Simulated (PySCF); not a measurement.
CH9ClGeOSi2.
Cartesian coordinates in Å at the PBE0-D3(BJ)/def2-SVP level; atoms count from 1:
```
atom  x, y, z in Å
O1    -0.2122    0.7245    1.9369
Si2   -0.1205    0.1766    0.3573
Si3   -2.0226   -1.1377   -0.0222
Ge4    1.9153   -1.0141   -0.0208
C5    -0.1211    1.6734   -0.8118
Cl6    1.2889    2.7037   -0.3752
H7     0.4758    1.3604    2.1674
H8    -2.0405   -2.3122    0.9012
H9    -1.9877   -1.6373   -1.4333
H10   -3.2721   -0.3383    0.1699
H11    2.2423   -1.0701   -1.5267
H12    1.8062   -2.4616    0.4978
H13    3.0897   -0.3345    0.7076
H14   -1.0260    2.2890   -0.7010
H15   -0.0157    1.3893   -1.8691
```

Method: PySCF 2.14.0, density-fitted response routines, TDDFT wB97X-D/def2-SVPD, vertical, gas phase, core orbitals frozen in the response. Relativistic effects, spin–orbit coupling among them, are left out although an element past zinc is present.

Frontier orbitals with the atoms that hold most of them (Löwdin shares over 4%, at most four atoms; ? is withheld):

```tsv
orbital	ε (eV)	atoms
LUMO+2	1.55	Ge4 24%, Si3 19%, Si2 8%, Cl6 7%
LUMO+1	1.17	Si3 20%, Si2 19%, Ge4 18%, Cl6 10%
LUMO	0.97	?
HOMO	-9.41	Si2 26%, Ge4 25%, Si3 15%, O1 12%
HOMO-1	-9.94	?
HOMO-2	-10.80	Cl6 76%, C5 12%
HOMO-3	-11.22	Cl6 25%, Ge4 22%, H13 13%, H12 10%
```

(1) Which atoms hold the LUMO, and with what shares?

(2) Which atoms hold the HOMO-1, and with what shares?

(3) How does S1 compare with the orbital gap of 10.38 eV?

## Answers

(1) Si2 (bonded to C, Ge, O and Si) 20%; Cl6 (bonded to C) 16%; Si3 (bonded to Si and 3 H) 16%; C5 (bonded to Cl, Si and 2 H) 10%. By element: silicon 36%, chlorine 16%, carbon 10%.

(2) Cl6 (bonded to C) 35%; C5 (bonded to Cl, Si and 2 H) 21%; Si2 (bonded to C, Ge, O and Si) 16%; Si3 (bonded to Si and 3 H) 8%. By element: chlorine 35%, silicon 24%, carbon 21%.

(3) S1 is at 5.98 eV (f = 0.016), 4.41 eV below the gap, made of HOMO→LUMO (85%). Without the coupling terms of the response equations the lowest excitation would equal the gap.

Next come S2 at 6.37 eV (f 0.054), HOMO-1→LUMO (40%), HOMO→LUMO+1 (36%); S3 at 6.50 eV (f 0.127), HOMO→LUMO+1 (50%), HOMO-1→LUMO (37%); S4 at 6.83 eV (f 0.0023), HOMO-1→LUMO+1 (70%), HOMO-1→LUMO (11%); S5 at 7.11 eV (f 0.034), HOMO-2→LUMO (44%), HOMO-2→LUMO+1 (16%), HOMO→LUMO+2 (14%).

One conformer stands for the species.
